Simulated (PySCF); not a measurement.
# Orbital picture of SiGe⁻

PBE0 at R = 2.232 Å; basis Si def2-TZVPPD, Ge def2-TZVPPD; no relativity; PySCF 2.14. State: ²Π (doublet), unpaired electrons π ↑. Only the outer orbitals are listed, counted within each symmetry.

```csv
spin,orbital,occ.,ε (eV),on Si (%),main shells (%)
α,10σ,1,-9.03,41,"54 Ge s, 36 Si s"
α,11σ,1,-4.73,55,"51 Si s, 38 Ge s"
α,5π,1,-0.94,55,"52 Si p, 44 Ge p"
α,12σ,1,-0.38,51,"44 Si p, 38 Ge p, 9 Ge s"
α,5π,1,-0.29,55,"53 Si p, 45 Ge p"
α,6π,0,3.12,50,"36 Ge p, 34 Si p, 16 Si d"
α,6π,0,3.56,50,"31 Si p, 30 Ge p, 20 Si d"
α,13σ,0,4.43,51,"101 Si s, 80 Ge s, 18 Si d"
β,10σ,1,-8.39,41,"55 Ge s, 36 Si s"
β,11σ,1,-4.34,56,"52 Si s, 37 Ge s"
β,12σ,1,-0.23,51,"44 Si p, 38 Ge p, 9 Ge s"
β,5π,1,-0.11,56,"54 Si p, 44 Ge p"
β,5π,0,1.70,57,"55 Si p, 45 Ge p"
β,6π,0,3.64,50,"29 Ge p, 29 Si p, 21 Si d"
β,6π,0,3.97,51,"26 Si p, 25 Si d, 25 Ge d"
```

Task: Which are the highest filled and the lowest empty level, where do they sit, and how wide is the gap?

Result: Highest filled β 5π at -0.11 eV (in %: 54 Si p, 44 Ge p); lowest empty β 5π at 1.70 eV (in %: 55 Si p, 45 Ge p); the gap at PBE0 is 1.81 eV. Both belong to one degenerate shell, split only by its one-sided filling, so this is no excitation gap. An empty level above zero is unbound, and its energy depends on the basis.

```json
{
 "bond order (Mayer)": "2.40",
 "⟨S²⟩": "0.754",
 "charge on Si (Mulliken, basis-dependent)": "-0.62",
 "charge on Si (Löwdin, basis-dependent)": "-0.66",
 "dipole moment (positive dipole points towards Ge; it is taken about the centre of mass and depends on that origin)": "2.60 D",
 "polarisability along the bond": "181.1 bohr³",
 "polarisability across the bond": "126.2 bohr³"
}
```

Shares are Mulliken populations and can fall outside 0 to 100 %.

Spin–orbit coupling is left out. The state was picked by a PBE0 search and need not be the measured ground state.
